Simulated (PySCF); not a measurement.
Molfile (atoms numbered from 1):
```
C8H11OP
     RDKit          3D

 21 21  0  0  0  0  0  0  0  0999 V2000
   -2.2052   -0.9890    0.9508 C   0  0  0  0  0  0  0  0  0  0  0  0
   -1.4875    0.5166    0.2317 P   0  0  0  0  0  5  0  0  0  0  0  0
   -2.0461    0.5295   -1.4976 C   0  0  0  0  0  0  0  0  0  0  0  0
   -1.8107    1.7700    0.9869 O   0  0  0  0  0  0  0  0  0  0  0  0
    0.3060    0.2130    0.1550 C   0  0  0  0  0  0  0  0  0  0  0  0
    1.1224    1.1746    0.7581 C   0  0  0  0  0  0  0  0  0  0  0  0
    2.5078    1.0218    0.7427 C   0  0  0  0  0  0  0  0  0  0  0  0
    3.0798   -0.0907    0.1280 C   0  0  0  0  0  0  0  0  0  0  0  0
    2.2681   -1.0540   -0.4734 C   0  0  0  0  0  0  0  0  0  0  0  0
    0.8837   -0.9035   -0.4603 C   0  0  0  0  0  0  0  0  0  0  0  0
   -1.8374   -1.0827    1.9825 H   0  0  0  0  0  0  0  0  0  0  0  0
   -3.2992   -0.8779    0.9764 H   0  0  0  0  0  0  0  0  0  0  0  0
   -1.9399   -1.8934    0.3830 H   0  0  0  0  0  0  0  0  0  0  0  0
   -3.1415    0.6283   -1.5154 H   0  0  0  0  0  0  0  0  0  0  0  0
   -1.7477   -0.3790   -2.0407 H   0  0  0  0  0  0  0  0  0  0  0  0
   -1.6059    1.4091   -1.9884 H   0  0  0  0  0  0  0  0  0  0  0  0
    0.6429    2.0342    1.2347 H   0  0  0  0  0  0  0  0  0  0  0  0
    3.1440    1.7751    1.2138 H   0  0  0  0  0  0  0  0  0  0  0  0
    4.1662   -0.2106    0.1165 H   0  0  0  0  0  0  0  0  0  0  0  0
    2.7177   -1.9260   -0.9543 H   0  0  0  0  0  0  0  0  0  0  0  0
    0.2563   -1.6639   -0.9352 H   0  0  0  0  0  0  0  0  0  0  0  0
  1  2  1  0
  2  3  1  0
  2  4  2  0
  2  5  1  0
  5  6  2  0
  6  7  1  0
  7  8  2  0
  8  9  1  0
  9 10  2  0
 10  5  1  0
  1 11  1  0
  1 12  1  0
  1 13  1  0
  3 14  1  0
  3 15  1  0
  3 16  1  0
  6 17  1  0
  7 18  1  0
  8 19  1  0
  9 20  1  0
 10 21  1  0
M  END
```

Geometry: PBE0-D3(BJ)/def2-SVP; GIAO shifts from PySCF 2.14.0 with density-fitted response routines, gas phase, non-relativistic, averaged over equivalent atoms.

At B97-2/pcSseg-1 (232 basis functions, 48 s wall time on 1 thread of an Arm Neoverse V2, shared host):
| atoms | δ (ppm) |
| --- | --- |
| C5 | 138.3 |
| C6/C10 | 133.3 |
| C8 | 133.3 |
| C7/C9 | 130.4 |
| C1/C3 | 19.9 |
| P2 | 0.7 |
| O4 | 90.9 |
| H17/H21 | 7.80 |
| H19 | 7.48 |
| H18/H20 | 7.47 |
| H11/H12/H13/H14/H15/H16 | 1.41 |

References, each an isolated molecule treated in the same way: TMS for 13C (σ = 183.69 ppm), 1H (σ = 31.38 ppm); 31P (σ = 316.18 ppm) vs H3PO4; H2O for 17O (σ = 331.62 ppm).

Problem. Estimate the result of repeating the calculation with PBE0/pcSseg-1.

Solution. 
```json
{"atoms": "C5", "δ at PBE0/pcSseg-1": "141.8", "change": "+3.5"}
{"atoms": "C6/C10", "δ at PBE0/pcSseg-1": "136.4", "change": "+3.1"}
{"atoms": "C8", "δ at PBE0/pcSseg-1": "136.5", "change": "+3.2"}
{"atoms": "C7/C9", "δ at PBE0/pcSseg-1": "133.6", "change": "+3.2"}
{"atoms": "C1/C3", "δ at PBE0/pcSseg-1": "20.2", "change": "+0.3"}
{"atoms": "P2", "δ at PBE0/pcSseg-1": "-1.6", "change": "-2.3"}
{"atoms": "O4", "δ at PBE0/pcSseg-1": "96.1", "change": "+5.2"}
{"atoms": "H17/H21", "δ at PBE0/pcSseg-1": "7.87", "change": "+0.07"}
{"atoms": "H19", "δ at PBE0/pcSseg-1": "7.56", "change": "+0.08"}
{"atoms": "H18/H20", "δ at PBE0/pcSseg-1": "7.55", "change": "+0.08"}
{"atoms": "H11/H12/H13/H14/H15/H16", "δ at PBE0/pcSseg-1": "1.40", "change": "-0.01"}
```

References, each an isolated molecule treated in the same way: TMS for 13C (184.41 ppm), 1H (31.27 ppm); H3PO4 for 31P (310.13 ppm); H2O for 17O (334.56 ppm).

The largest change is at O4 (P=O oxygen). Cost: 232 basis functions, 48 s wall time on 1 thread of an Arm Neoverse V2, shared host. The order of the carbon signals changes between the two levels.

Experimental scales use liquid or dissolved standards, which lie at an offset from isolated H2O (liquid H2O: subtract about 36 ppm) and H3PO4.
